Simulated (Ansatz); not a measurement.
```yaml
crystal:
  periodic: [false, false, false]
  atoms:
    - {symbol: C, position_ang: [-0.061442, -1.427745, 0.862380]}
    - {symbol: Se, position_ang: [1.428263, -0.524706, -0.043740]}
    - {symbol: Ti, position_ang: [0.170337, 1.321603, -0.831238]}
    - {symbol: Cl, position_ang: [-1.432089, 0.537274, -2.085105]}
    - {symbol: Cl, position_ang: [1.612065, 2.528211, -1.907308]}
    - {symbol: Cl, position_ang: [-0.690406, 2.318600, 0.906690]}
    - {symbol: H, position_ang: [-0.463042, -0.782817, 1.640810]}
    - {symbol: H, position_ang: [-0.830335, -1.684996, 0.137272]}
    - {symbol: H, position_ang: [0.355149, -2.331624, 1.303140]}
basis:
  gaussian: {orbitals: "6-311G**"}
magnetization: {spin_polarized: true, initial_magnetization: 0}
hamiltonian: {xc: {name: B97M-V}}
accuracy: high
output: {forces: true}
```

```sh
$ ansatz run in.yaml --threads 2 --pin off --events-out ev --progress --plain --max-ram 32768MiB --backend cpu
```

Task: How does Ansatz answer? (Estimate.)

Result: Computed: The input was rejected before any iteration.
```
Error: <dir> can't be read: No such file or directory (os error 2)
```
